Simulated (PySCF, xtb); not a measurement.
C₄H₄ClF, SMILES C=C=C(F)CCl.

GFN2-xTB run with xtb at its own geometry gives an orbital gap of 4.65 eV and a dipole moment of 3.10 D.

Coordinates come from a B3LYP-D3(BJ)/def2-SVP optimisation. The structure was generated by enumeration, and PubChem lists no compound with its InChIKey, so it may never have been made. The values are those of a single conformer.

Question: What does PBE/def2-TZVP (PySCF) give? (The exact figures need the calculation; the answer reports its results.)

Answer: gap 4.46 eV (levels -6.37 and -1.91 eV), dipole 2.72 D.
